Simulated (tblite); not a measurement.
Compound: C3H10SSi4.
Atom-mapped SMILES: `[CH:1]#[C:2][SiH2:3][Si@:4]1([SiH3:5])[SiH2:6][CH2:7][S:8]1` (hydrogens: H9 on C1; H10, H11 on Si3; H12, H13, H14 on Si5; H15, H16 on Si6; H17, H18 on C7)

Computed with GFN2-xTB (tblite), gas phase: L-BFGS steps from a force-field or distance-geometry start until the largest atomic force falls under 0.01 eV/Å.

Step 8: E = -586.9439 eV
```
atom  x, y, z in Å  |  force x, y, z in eV/Å
C1      3.8217   -0.4265    0.2716   -0.393   0.099  -0.372
C2      2.9209   -0.2062   -0.5013    0.205  -0.035   0.070
Si3     1.5782    0.1254   -1.7440   -0.085   0.012  -0.006
Si4    -0.3293    0.3371   -0.4268   -0.063   0.009  -0.006
Si5    -0.3622    2.1304    1.0692    0.003   0.015  -0.015
Si6    -1.0619   -1.6452    0.5514   -0.253  -0.069   0.001
C7     -2.7818   -0.9801   -0.0153    0.114   0.217  -0.005
S8     -2.3381    0.1102   -1.4182    0.499   0.127  -0.159
H9      4.6101   -0.6192    0.9402    0.000   0.001   0.050
H10     1.5122   -1.0340   -2.6501    0.179   0.175  -0.020
H11     1.8952    1.3967   -2.4182    0.101  -0.211  -0.038
H12    -0.1520    3.4143    0.3809   -0.079  -0.064   0.187
H13    -1.5936    2.1621    1.8798    0.176   0.133  -0.077
H14     0.7781    1.8789    1.9692   -0.134   0.110  -0.059
H15    -0.7900   -2.8518   -0.2444   -0.046  -0.020   0.208
H16    -0.9421   -1.8600    2.0032   -0.140  -0.140  -0.167
H17    -3.2084   -0.2748    0.6908   -0.178  -0.200   0.372
H18    -3.5655   -1.6509   -0.3499    0.093  -0.157   0.035
```

Step 9: E = -586.9782 eV
```
atom  x, y, z in Å  |  force x, y, z in eV/Å
C1      3.8162   -0.4242    0.2629   -0.581   0.144  -0.532
C2      2.9196   -0.2040   -0.5183    0.302  -0.066   0.206
Si3     1.5712    0.1281   -1.7629    0.103  -0.034   0.079
Si4    -0.3253    0.3372   -0.4257    0.001  -0.084   0.120
Si5    -0.3685    2.1374    1.0649    0.050   0.050   0.053
Si6    -1.0627   -1.6558    0.5699   -0.365   0.121  -0.267
C7     -2.7866   -0.9857   -0.0176    0.299   0.273   0.000
S8     -2.3176    0.1277   -1.4085    0.237  -0.042  -0.081
H9      4.5993   -0.6168    0.9378    0.006   0.002   0.041
H10     1.5430   -1.0387   -2.6658    0.117   0.217  -0.004
H11     1.9248    1.3952   -2.4312    0.033  -0.226  -0.037
H12    -0.1555    3.4332    0.3979   -0.087  -0.096   0.156
H13    -1.5912    2.1830    1.8904    0.169   0.102  -0.113
H14     0.7705    1.8895    1.9689   -0.128   0.096  -0.069
H15    -0.8056   -2.8646   -0.2224   -0.010  -0.054   0.165
H16    -0.9598   -1.8904    2.0109   -0.124  -0.125  -0.022
H17    -3.2113   -0.2884    0.7001   -0.190  -0.214   0.270
H18    -3.5691   -1.6563   -0.3630    0.169  -0.063   0.036
```

Step 10: E = -587.0059 eV
```
atom  x, y, z in Å  |  force x, y, z in eV/Å
C1      3.8094   -0.4218    0.2528   -0.442   0.109  -0.403
C2      2.9181   -0.2020   -0.5329    0.198  -0.047   0.166
Si3     1.5655    0.1299   -1.7751    0.213  -0.059   0.121
Si4    -0.3222    0.3364   -0.4231    0.125  -0.131   0.224
Si5    -0.3724    2.1423    1.0614    0.075   0.056   0.081
Si6    -1.0695   -1.6626    0.5804   -0.339   0.221  -0.365
C7     -2.7878   -0.9839   -0.0201    0.309   0.240   0.007
S8     -2.2940    0.1411   -1.4038   -0.073  -0.163  -0.021
H9      4.5891   -0.6144    0.9352   -0.048   0.017  -0.022
H10     1.5693   -1.0373   -2.6779    0.062   0.213  -0.010
H11     1.9481    1.3887   -2.4419   -0.016  -0.199  -0.046
H12    -0.1601    3.4455    0.4144   -0.081  -0.073   0.098
H13    -1.5856    2.2013    1.8961    0.114   0.073  -0.109
H14     0.7621    1.8997    1.9676   -0.075   0.071  -0.042
H15    -0.8178   -2.8752   -0.2018    0.010  -0.092   0.106
H16    -0.9763   -1.9160    2.0139   -0.121  -0.103   0.068
H17    -3.2177   -0.3036    0.7143   -0.163  -0.191   0.119
H18    -3.5669   -1.6617   -0.3714    0.253   0.058   0.027
```

Q: Estimate the geometry and energy of step 11. (The exact step hangs on the optimiser's Hessian estimate; all steps are aligned on step 10, rigid shifts and turns removed.)

A: E = -587.0304 eV, largest force 0.391 eV/Å
```
atom  x, y, z in Å  |  force x, y, z in eV/Å
C1      3.8014   -0.4192    0.2417   -0.113   0.027  -0.100
C2      2.9161   -0.2001   -0.5456   -0.007  -0.001   0.022
Si3     1.5639    0.1304   -1.7827    0.208  -0.056   0.121
Si4    -0.3167    0.3339   -0.4169    0.222  -0.136   0.263
Si5    -0.3743    2.1470    1.0597    0.077   0.023   0.060
Si6    -1.0811   -1.6655    0.5838   -0.189   0.203  -0.275
C7     -2.7850   -0.9775   -0.0222    0.171   0.155   0.020
S8     -2.2743    0.1495   -1.4016   -0.295  -0.203   0.015
H9      4.5780   -0.6117    0.9313   -0.104   0.032  -0.086
H10     1.5923   -1.0312   -2.6878    0.016   0.164  -0.038
H11     1.9668    1.3786   -2.4515   -0.044  -0.134  -0.066
H12    -0.1658    3.4538    0.4303   -0.062  -0.006   0.024
H13    -1.5783    2.2180    1.8982    0.023   0.047  -0.072
H14     0.7537    1.9097    1.9656    0.018   0.042   0.020
H15    -0.8276   -2.8853   -0.1821    0.015  -0.111   0.048
H16    -0.9928   -1.9390    2.0154   -0.127  -0.063   0.057
H17    -3.2266   -0.3204    0.7296   -0.113  -0.130  -0.023
H18    -3.5586   -1.6648   -0.3771    0.305   0.148   0.009
```

The energy changes by -0.0246 eV. The first-order estimate −F·Δx gives -0.0343 eV and the mean of the old and new forces, exact on a quadratic surface, -0.0246 eV. The step makes an angle of 67° with the force vector and moves no atom by more than 0.028 Å.

What follows is the cost of the whole relaxation. On one thread of an Intel Xeon at 2.50 GHz, on a shared host, this took 5.4 s of wall time.
